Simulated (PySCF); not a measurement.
The vertical singlet excitations below were computed for one of the candidates. The calculation used PySCF, TDDFT PBE0/def2-SVPD, vertical, gas phase, core orbitals frozen in the response. Geometries: GFN2-xTB, one conformer each.

| state | E (eV) | f | main configurations (H = HOMO, L = LUMO) |
| --- | --- | --- | --- |
| S1 | 4.42 | 0.0003 | H-1→L (68%), H→L (17%), H-2→L (12%) |
| S2 | 5.17 | 0.027 | H→L (55%), H-2→L (44%) |
| S3 | 5.83 | 0.448 | H-2→L (41%), H-1→L (28%), H→L (26%) |
| S4 | 6.62 | 0.040 | H-1→L+1 (60%), H→L+1 (34%) |
| S5 | 6.75 | 0.062 | H→L+1 (43%), H-1→L+1 (32%), H-2→L+1 (16%) |
| S6 | 6.97 | 0.0091 | H→L+2 (83%) |
| S7 | 7.04 | 0.054 | H-3→L (44%), H-1→L+2 (37%), H-5→L (9%) |
| S8 | 7.12 | 0.015 | H-1→L+2 (43%), H-5→L (21%), H-3→L (19%) |

Question: Which structure fits? All have the formula C7H11N.
A. `C(CC(=C)/C=N/C)=C`
B. `[H]/N=C\[C@]12CC[C@H](C1)C2`
C. `CC#C[C@@H]1CN1CC`

Answer: A. Its S1, at 4.42 eV, is the lowest among the candidates; the nearest of the others has S1 at 5.16 eV. S1 is HOMO-1→LUMO (68%), HOMO→LUMO (17%), HOMO-2→LUMO (12%). Löwdin shares by element: HOMO carbon 66% or more (atoms not listed hold the other 34%); LUMO carbon 57% or more, nitrogen 23% (atoms not listed hold the other 20%). At the same level the other candidates give, for their lowest levels:
- `CC#C[C@@H]1CN1CC`: 5.97 eV (f 0.014); 6.12 eV (f 0.014); 6.28 eV (f 0.063); 6.72 eV (f 0.015); 6.86 eV (f 0.006); T1 5.12 eV; HOMO -6.45, LUMO 0.64 eV
- `[H]/N=C\[C@]12CC[C@H](C1)C2`: 5.16 eV (f 0.002); 6.90 eV (f 0.010); 7.36 eV (f 0.018); 7.46 eV (f 0.023); 7.51 eV (f 0.016); T1 4.31 eV; HOMO -7.22, LUMO -0.06 eV

Conformer computed: `[CH2:1]=[CH:2][CH2:3][C:4](=[CH2:5])/[CH:6]=[N:7]/[CH3:8]`: C1–C2–C3–C4 116°, C2–C3–C4–C5 -98°, C3–C4–C6–N7 4°.
Triplets come from the Tamm–Dancoff approximation.
